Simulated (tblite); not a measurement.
Compound: C4H12O2Si3.
Atom-mapped SMILES: `[O:1]=[C:2]([OH:3])[C@@H:4]([SiH3:5])[Si@@H:6]1[CH2:7][C@@H:8]1[SiH3:9]` (hydrogens: H10 on O3; H11 on C4; H12, H13, H14 on Si5; H15 on Si6; H16, H17 on C7; H18 on C8; H19, H20, H21 on Si9)

Computed with GFN2-xTB (tblite), gas phase: L-BFGS steps from a force-field or distance-geometry start until the largest atomic force falls under 0.01 eV/Å.

Geometry at step 15:
```
atom  x, y, z in Å
O1     -3.1604    1.3166    0.2470
C2     -1.9849    1.3141    0.5253
O3     -1.3315    2.4547    0.8344
C4     -1.1353    0.1160    0.5285
Si5    -2.2819   -1.4081    0.3958
Si6     0.0557    0.1345   -0.9645
C7      1.2411   -1.3100   -0.9452
C8      1.9443    0.0521   -0.7316
Si9     2.8339    0.4590    0.8837
H10    -1.9493    3.2018    0.8050
H11    -0.5288    0.1671    1.4292
H12    -1.5359   -2.5419    0.9522
H13    -3.5791   -1.2668    1.0523
H14    -2.4933   -1.5978   -1.0431
H15    -0.5170    0.6426   -2.1971
H16     1.2284   -1.9676   -0.0905
H17     1.5336   -1.8195   -1.8454
H18     2.5068    0.3581   -1.6118
H19     4.2548    0.0842    0.8413
H20     2.6921    1.9049    1.1079
H21     2.1978   -0.2771    1.9807
```

Task: What forces act on the atoms?

Result: 
| atom | Fx (eV/Å) | Fy (eV/Å) | Fz (eV/Å) |
| --- | --- | --- | --- |
| O1 | -0.018 | 0.049 | -0.065 |
| C2 | 0.124 | 0.076 | -0.194 |
| O3 | -0.108 | -0.108 | -0.014 |
| C4 | -0.051 | 0.082 | 0.080 |
| Si5 | -0.144 | -0.039 | -0.064 |
| Si6 | 0.102 | 0.210 | 0.121 |
| C7 | 0.172 | 0.056 | 0.002 |
| C8 | -0.176 | 0.117 | 0.053 |
| Si9 | -0.078 | 0.025 | -0.071 |
| H10 | 0.028 | 0.011 | 0.018 |
| H11 | 0.123 | -0.164 | 0.053 |
| H12 | -0.026 | 0.021 | 0.009 |
| H13 | 0.142 | 0.026 | 0.088 |
| H14 | -0.060 | -0.072 | 0.039 |
| H15 | -0.013 | 0.018 | -0.095 |
| H16 | 0.070 | -0.101 | 0.039 |
| H17 | 0.003 | -0.169 | -0.116 |
| H18 | -0.089 | 0.025 | 0.102 |
| H19 | -0.071 | 0.026 | -0.028 |
| H20 | 0.078 | -0.083 | 0.024 |
| H21 | -0.006 | -0.009 | 0.017 |

The largest, 0.26 eV/Å, acts on Si6; the rms over all components is 0.088 eV/Å. The forces sum to zero within rounding, as they must for an isolated molecule in no field.

Task: Give the force on Si6 in Eh/bohr and in nN.

Result: 0.263 eV/Å ÷ 51.422 = 0.00511 Eh/bohr, and 0.263 eV/Å × 1.602 = 0.42 nN.

Task: How far is this geometry from the end of the optimisation?

Result: 0.151 eV above it, and 0.554 Å rms away after alignment. The bonds farthest from their final lengths, with half the difference of the two atoms' forces along the bond (positive lengthens):

```json
{"bond": "Si6–C8", "now (Å)": "1.905", "final (Å)": "1.892", "force along bond (eV/Å)": "-0.14"}
{"bond": "C4–Si6", "now (Å)": "1.910", "final (Å)": "1.899", "force along bond (eV/Å)": "+0.03"}
{"bond": "Si6–C7", "now (Å)": "1.869", "final (Å)": "1.879", "force along bond (eV/Å)": "+0.08"}
{"bond": "Si5–H14", "now (Å)": "1.467", "final (Å)": "1.460", "force along bond (eV/Å)": "-0.05"}
{"bond": "C2–O3", "now (Å)": "1.350", "final (Å)": "1.345", "force along bond (eV/Å)": "-0.11"}
{"bond": "C8–Si9", "now (Å)": "1.888", "final (Å)": "1.883", "force along bond (eV/Å)": "-0.04"}
```

The angle farthest from its final value is Si5–C4–H11, 115.4° against 108.1°.

Of the 3 listed bonds off by 0.010 Å or more, this force points towards the final length in 2.

What follows is the cost of the whole relaxation. Time: 3.5 s. Hardware: an Arm Neoverse N1 with one thread, no GPU, on a shared host.
